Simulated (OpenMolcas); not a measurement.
# Hg+: effect of the basis set

```
Program             : OpenMolcas 26.06
Method              : CASSCF
Active space        : 1 electron in 4 orbitals (6s 6p)
State averaging     : 2S+1 = 2 even, 1 root; 2S+1 = 2 odd, 3 roots
Spin-orbit coupling : state interaction with AMFI integrals over the reference wave functions, term energies averaged over their components
```

A. ANO-RCC-VDZP [7s6p4d2f], DKH2, point nucleus; cost of the order of 5 core-seconds
B. ANO-R2 [8s6p5d3f1g], X2C, finite nucleus; cost about 6 core-seconds
C. ANO-RCC-VTZP [8s7p5d3f1g], DKH2, point nucleus; cost roughly 9 core-seconds
D. ANO-RCC-VTZP [8s7p5d3f1g], X2C, point nucleus; cost about 7 core-seconds
E. ANO-R3 [8s7p6d3f2g1h], X2C, finite nucleus; cost about 13 core-seconds
F. ANO-RCC-VQZP [9s8p6d4f2g1h], DKH2, point nucleus; cost roughly 27 core-seconds

Energies in cm-1 above 6s 2S 1/2, the measured ground level; measured values from NIST Handbook of Basic Atomic Spectroscopic Data.

```
     Level      A      B      C      D      E      F  Measured
 6s 2S 1/2    0.0    0.0    0.0    0.0    0.0    0.0       0.0
6p 2P* 1/2  49446  58814  49187  49419  58809  48435     51486
6p 2P* 3/2  56255  70547  55581  55814  70541  55463     60608
```

Deviations, from unrounded energies. A percentage is the sum of absolute deviations over the sum of measured energies, with the sign that they share, or ± where signs differ.

```json
{"Against measurement": "mean absolute deviation (cm-1)", "Levels": "2", "A": "3200", "B": "8600", "C": "3700", "D": "3400", "E": "8600", "F": "4100"}
{"Against measurement": "other configurations (%)", "Levels": "2", "A": "-5.7", "B": "+15.4", "C": "-6.5", "D": "-6.1", "E": "+15.4", "F": "-7.3"}
```

A lies closest to measurement on these levels and B furthest from it. The largest miss of A in the table is 6p 2P* 3/2, by -4400 cm-1. The ranking rests on the paired levels alone, and a cruder setting can come out closer through cancelling errors.

Among A to F the level of the table that moves most is 6p 2P* 3/2, by 15000 cm-1 (lowest in F, highest in B).

Spin-orbit splittings of 6p shells tend to come out small when the coupling is added on scalar orbitals. With one active electron the reference holds no correlation, so core polarisation is missing. The ANO-R sets hold no well-fitted valence p shell for this element, so s → p excitations can come out far too high (holds for B; E). Computed and measured levels are paired by configuration, term and J; levels that our copy of the source lacks, or whose pairing is in doubt (as where it misses far off the trend of its configuration), stay unpaired and out of the deviations. Only configurations of the active space appear.

* marks odd parity.
